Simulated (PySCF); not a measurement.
H₃FO₂SSi, SMILES O[Si](O)(F)S, CAM-B3LYP/def2-SVP optimised geometry.

```
8

O      1.44    -0.97     0.00
Si    -0.19    -0.97     0.00
O     -0.68    -1.83    -1.30
F     -0.73    -1.68     1.35
S     -1.02     0.97     0.00
H      1.91    -0.47     0.68
H     -0.12    -2.57    -1.58
H     -1.91     0.67     0.97
```

Density from CAM-B3LYP/def2-TZVP (PySCF 2.14.0) at that geometry.

Minimum of the electron density along straight lines between bonded atoms, close to the bond critical point (lines longer than 1.1 times the sum of covalent radii, or with two minima, are not listed):

```csv
bond,length / Å,ρ at the minimum / e bohr⁻³,∇²ρ there / e bohr⁻⁵,position (fraction from the first atom)
O1–Si2,1.639,0.143,0.83,0.59
Si2–O3,1.631,0.147,0.83,0.41
Si2–F4,1.616,0.135,(withheld),0.42
Si2–S5,2.119,0.109,0.06,0.36
O1–H6,0.963,0.350,-2.39,0.81
O3–H7,0.964,0.349,-2.38,0.81
S5–H8,1.349,(withheld),(withheld),0.65
```

Question: What belongs in the gaps?

Answer: 
- Si2–F4, ∇²ρ there / e bohr⁻⁵: 0.91
- S5–H8, ρ at the minimum / e bohr⁻³: 0.212
- S5–H8, ∇²ρ there / e bohr⁻⁵: -0.60
